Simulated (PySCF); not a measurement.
## Spinor energies of Sn²⁵⁺ (tin, charge +25)

Start: [Ar] 3d7; 3d3/2 filled at m_j = -3/2, -1/2, +1/2, +3/2; 3d5/2 filled at m_j = +1/2, +3/2, +5/2. Calculated with PySCF 2.14 in an uncontracted even-tempered set (17 s from 3.5 bohr⁻², ratio 2.8; 12 p from 4.5 bohr⁻², ratio 2.8; 8 d from 4.5 bohr⁻², ratio 2.8; 3 f from 18 bohr⁻², ratio 3): generalised Hartree-Fock with the X2C-1e Hamiltonian and a Gaussian nucleus; one run each with spin-orbit coupling (SO) switched off, then screened by Boettger's factors.

| spinor shell | electrons | ε, spin-free (eV) | ε, screened SO (eV) | weight of nominal j (screened SO) | rms radius, screened SO (bohr) |
| --- | --- | --- | --- | --- | --- |
| 1s1/2 | 2 | -30286.5 | -30283.4 | 1.000 | 0.0333 |
| 2s1/2 | 2 | -5439.9 | -5438.6 | 1.000 | 0.135 |
| 2p1/2 | 2 | -4974.2 | -5138.2 | 1.000 | 0.117 |
| 2p3/2 | 4 | -4974.2 | -4898.3 | 1.000 | 0.122 |
| 3s1/2 | 2 | -1732.3 | -1732.0 | 1.000 | 0.348 |
| 3p1/2 | 2 | -1574.6 | -1614.1 | 0.984 | 0.339 |
| 3p3/2 | 4 | -1574.6 | -1556.1 | 0.992 | 0.349 |
| 3d3/2 | 4 | -1359.0 | -1364.6 | 0.832 | 0.315 |
| 3d5/2 | 3 | -1359.0 | -1353.1 | 0.821 | 0.317 |

```csv
quantity,spin-free,screened SO
E (hartree),-5826.76645,-5828.53291
M_J,9/2,9/2
⟨J²⟩,24.751,24.751
⟨L²⟩,12.000,13.610
⟨S²⟩,3.750,3.198
```

Each row is a mean over spinors that exchange with the open shell spreads, by up to 29.453 eV (3p3/2).

Rows whose weight is well below 1 are mixtures of j = l ± 1/2: exchange outweighs spin-orbit coupling there, and the label is only the starting occupation.

Breit and QED terms are absent; they matter most for the inner s and p1/2 levels.

Densities and radii are taken from the X2C orbitals without a picture-change correction, which distorts them close to the nucleus.

Without spin-orbit coupling the j labels of p, d and f shells carry no meaning; the spin-free column gives the mean over the occupied spinors of each nl shell.
